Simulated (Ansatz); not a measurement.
HFGe, SMILES `[F][GeH]` (excited triplet) (charge 0, multiplicity 3). This triplet is an excited state, 1.90 eV above the relaxed singlet at the level composite: frozen-core CCSD(T) with HF/cc-pVQZ and the correlation energy extrapolated as X^-3 from cc-pVTZ and cc-pVQZ, plus CCSDT(Q) minus CCSD(T) in cc-pVDZ // B3LYP-D3(BJ)/def2-TZVP (Ansatz, a quantum-chemistry and plane-wave program).

Calculation: PBE/cc-pVTZ // B3LYP-D3(BJ)/def2-TZVP (Ansatz).

Ansatz 0.2 input:
```yaml
crystal:
  periodic: [false, false, false]
  atoms:
    - { symbol: F, position_ang: [1.430977, -0.267932, -0.000004] }
    - { symbol: Ge, position_ang: [-0.092022, 0.614729, -0.000001] }
    - { symbol: H, position_ang: [-1.338955, -0.346797, 0.000005] }
basis:
  gaussian: { orbitals: cc-pVTZ }
hamiltonian:
  xc: pbe
magnetization:
  spin_polarized: true
  initial_magnetization: 2
```

Output:

```
Functional definition: PBE
563 factors; their error is unknown
mean field evaluation 1: about -59238.3732 eV, gradient 2.8e1 eV
mean field evaluation 2: about -59205.6627 eV, gradient 9.8e1 eV
mean field evaluation 4: about -59240.4171 eV, gradient 4.8e0 eV
mean field evaluation 8: about -59240.5200 eV, gradient 6.9e-2 eV
mean field evaluation 16: about -59240.5081 eV, gradient 1.1e-5 eV
mean field -59240.50807059 eV, -2177.0485169355 hartree, gradient 1.1e-5 eV, S^2 2.002445; 0 other end points of the search recorded, 0 dependent functions left out
reference -59240.50810482 eV, -2177.0485181936 hartree; 22, 20 occupied and 65, 67 virtual orbitals, 563 factors
Total energy: -59240.50810482 eV, -2177.0485181936 hartree
```
